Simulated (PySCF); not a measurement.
**C5H8ClOSi: g tensor and hyperfine couplings**

Species: C5H8ClOSi (doublet state).
Structure used (GFN2-xTB), in Å, numbered top down from 1:
```xyz
16
C5H8ClOSi angstrom
C     -2.4705    1.1239   -1.2650
C     -1.6472    0.6659   -0.4281
C     -1.3012   -0.3543    0.6039
O     -1.0759   -1.6747    0.2344
C     -0.2568    0.6561    0.2332
Cl     0.0421    1.9317    1.4048
C      0.9345    0.2736   -0.5760
Si     2.2762   -0.5881    0.4889
H     -2.5856    1.8961   -1.9835
H     -1.7894   -0.2346    1.5718
H     -1.9073   -2.0719   -0.0501
H      0.6064   -0.4119   -1.3578
H      1.3442    1.1600   -1.0629
H      3.3246   -1.0079   -0.4434
H      1.6844   -1.7322    1.1717
H      2.8138    0.3773    1.4467
```

The hyperfine couplings belong to this conformer and change with its torsions.

The species is `[H]/[C]=C1/[C@H]([C@@]1(Cl)C[SiH3])O` [radical].

Method: UKS B3LYP, pcH-1 on C Cl H O Si, non-relativistic, mean-field spin-orbit, GIAO in PySCF 2.14.0. The structure is a single GFN2-xTB conformer in the gas phase; no vibrational or solvent corrections. The geometry wasn't refined by DFT: couplings that depend on bond lengths, twists or pyramidal angles can differ widely from those at the functional's own minimum. The SCF solution wasn't tested for stability.

| Item | Value |
| --- | --- |
| g1, g2, g3 | 2.00131, 2.00352, 2.00418 |
| g_iso | 2.00301 |
| Form of g | rhombic: the two nearest values differ by 23 % of g3 − g1 |
| ⟨S²⟩ | 0.7601 (exact 0.7500) |
| α and β electrons | 39, 38 |
| HOMO–LUMO gap, α and β orbitals | 4.93, 5.19 eV |

Isotropic coupling and dipolar principal values T1 to T3, in G (MHz turned into gauss with g_iso; 10 G = 1 mT):

```
atom  isotope  a_iso  of which spin–orbit     T1     T2    T3  Mulliken spin population
  C1      13C   89.5                  0.0  -24.9  -18.3  43.2                      0.88
  C2      13C   -9.0                  0.0   -5.3   -0.6   5.9                     -0.19
  C3      13C   19.8                  0.0   -3.5   -3.3   6.7                      0.08
  O4      17O    0.0                  0.0   -2.9    1.3   1.6                      0.02
  C5      13C   34.0                  0.0   -6.5   -6.2  12.7                      0.17
 Cl6     35Cl    1.7                  0.0   -2.1   -1.2   3.3                      0.02
  C7      13C   -1.6                  0.0   -0.4   -0.4   0.8                      0.00
 Si8     29Si   -4.9                  0.0   -1.3    0.6   0.7                      0.01
  H9       1H   12.2                  0.0  -10.0   -1.9  11.9                      0.01
 H10       1H    2.8                  0.0   -1.5   -0.4   2.0                      0.00
 H11       1H   -0.3                  0.0   -1.2    0.0   1.2                      0.00
 H12       1H    1.0                  0.0   -0.7   -0.4   1.1                      0.00
 H13       1H    1.9                  0.0   -0.7   -0.4   1.1                      0.00
 H14       1H    1.2                  0.0   -0.2   -0.1   0.3                      0.00
 H15       1H   -0.2                  0.0   -0.3   -0.2   0.5                      0.00
 H16       1H   -0.1                  0.0   -0.3   -0.2   0.4                      0.00
```

The Mulliken spin populations are largest on C1 (+0.88), C2 (-0.19), C5 (+0.17) and C3 (+0.08). The positive populations add up to 1.19 and the negative ones to -0.19, together 2S = 1.

Axes: g1 points within 12° of the C1–C2 bond.

Under fast tumbling the dipolar parts average out, and these isotropic splittings remain: 1 × 1H (H9, I = 1/2, 2 lines) with 1.22 mT, 1 × 1H (H10, I = 1/2, 2 lines) with 0.28 mT, 1 × 1H (H13, I = 1/2, 2 lines) with 0.19 mT, 1 × 35Cl (Cl6, I = 3/2, 4 lines) with 0.17 mT and 1 × 1H (H12, I = 1/2, 2 lines) with 0.10 mT.

Main isotope only: 35Cl (natural samples also hold 24 % 37Cl, magnetic too, which adds its own pattern).

The 29Si coupling of Si8 (-13.6 MHz) shows only in satellite lines or after enrichment, since that isotope makes up about 4.7 % of natural silicon.

The 13C coupling of C1 (251.0 MHz) shows only in satellite lines or after enrichment, since that isotope makes up about 1.07 % of natural carbon.

Examples of negative spin density at the nucleus (bohr⁻³): C2 (-0.0225) and C7 (-0.0040).

On Arm Neoverse V2, one thread, shared host with 192 logical CPUs at a one-minute load of 40, this took 99 s of wall time (grids of density and orbitals included) and 0.97 GiB of memory at its peak.
